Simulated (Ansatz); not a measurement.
Basis-set extrapolation for `CB[NH][AlH2]` (PBE0-D4/def2-TZVP geometry, frozen core, Ansatz). Multiplicity 1, RHF reference.

|  | def2-TZVPP | def2-QZVPP |
| --- | --- | --- |
| HF | -363.113045 | -363.126606 |
| MP2 correlation | -0.579043 | -0.617470 |
| CCSD(T) correlation | -0.646457 | not run |

Energies in hartree. Use E(X) = E(∞) + A·exp(−7.88·√X) for Hartree–Fock and E(X) = E(∞) + B·X^(−2.97) for correlation, with X = 3 and 4, and add CCSD(T) minus MP2 of the smaller set to the MP2 limit.

Q: What is the CCSD(T) energy at the basis-set limit?

A: HF limit: -363.126606 + (-0.013561) × 0.13774 = -363.12847. MP2 limit: -0.617470 + (-0.038427) × 0.74074 = -0.64593. Higher-order term: -0.646457 − (-0.579043) = -0.06741. Total: -363.84181 hartree, 216.1 kJ/mol below CCSD(T)/def2-TZVPP.
